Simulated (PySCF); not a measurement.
# What a mistake does to a calculation on C2H7NSi

All numbers below are calculated, not measured. The program is PySCF 2.14.0, an open-source quantum chemistry code, run on an isolated molecule that a program drew, which may never have been made. The molecule is C2H7NSi (charge 0, singlet), drawn as the SMILES string `NCC[SiH]`.

Each row is a Hartree-Fock (HF) and frozen-core CCSD(T) single point in the cc-pV(D+d)Z basis, meant for a local HF minimum. Run 1 is clean. Each other run has one planted mistake out of seven kinds, and not every kind appears here: one electron removed, one electron added, multiplicity raised by two, geometry at a saddle point, minimal basis STO-3G, one bond length entered in bohr, all coordinates scaled. The reference is restricted for singlets and unrestricted otherwise, and also for a bond in bohr. Adding or removing an electron swaps singlet and doublet. Electrons count all cores. HOMO and LUMO are orbital energies over both spins, the gradient is its largest component, and the lowest frequency (negative if imaginary) is given only where the gradient is small. Bond lengths are over the 10 bonds as drawn. T1 is the CCSD diagnostic: over 0.02 (restricted) or 0.045 (unrestricted) a single reference is doubtful.

Geometry of the clean run:
```xyz
11
C2H7NSi, angstrom
N    -1.6758   -1.5635    2.7409
C    -2.1222   -0.9982    1.4787
C    -1.0137   -0.5762    0.5041
Si    0.2433    0.7787    0.9935
H    -1.1848   -0.8778    3.2901
H    -1.0395   -2.3279    2.5863
H    -2.7541   -0.1373    1.7058
H    -2.7695   -1.7372    0.9981
H    -0.4693   -1.4550    0.1352
H    -1.4692   -0.1387   -0.4049
H    -0.6540    1.5169    1.9773
```

| run | electrons | basis functions | <S^2> | HOMO (eV) | LUMO (eV) | gradient (hartree/bohr) | lowest frequency (cm^-1) | mean bond (Å) | longest bond (Å) | T1 | HF (hartree) | CCSD(T) (hartree) | mistake |
|---|---|---|---|---|---|---|---|---|---|---|---|---|---|
| 1 | 40 | 100 | 0.000 | -8.63 | 0.73 | 3.3e-05 | 109 | 1.2826 | 1.912 | 0.0106 | -423.13015 | -423.74920 | no fault |
| 2 | 41 | 100 | 0.772 | -0.79 | 8.21 | 2.8e-02 | - | 1.2826 | 1.912 | 0.0119 | -423.13051 | -423.75749 | one electron added |
| 3 | 40 | 31 | 0.000 | -6.15 | 5.95 | 2.5e-02 | - | 1.2826 | 1.912 | 0.0061 | -418.14528 | -418.38535 | minimal basis STO-3G |
| 4 | 40 | 100 | 1.096 | -9.11 | 0.90 | 2.0e-02 | - | 1.3802 | 2.074 | 0.0720 | -423.01370 | -423.62517 | one bond length entered in bohr |
| 5 | 40 | 100 | 2.005 | -7.89 | 0.42 | 3.5e-02 | - | 1.2826 | 1.912 | 0.0131 | -423.10648 | -423.70408 | multiplicity raised by two |
| 6 | 39 | 100 | 0.762 | -14.95 | -6.70 | 5.1e-02 | - | 1.2826 | 1.912 | 0.0257 | -422.84953 | -423.43952 | ? |

**Which mistake was planted in run 6, and what did it cost?**

It counts 39 electrons, one fewer than the clean run, at the same geometry and basis. So the mistake is: one electron removed. Subtracting run 1 and multiplying by 627.51 kcal/mol a hartree, the energy moved by 176.1 kcal/mol in HF and 194.3 kcal/mol in CCSD(T).

Cautions from the logs. Run 4: T1 is over the limit, so its CCSD(T) energy is less reliable.
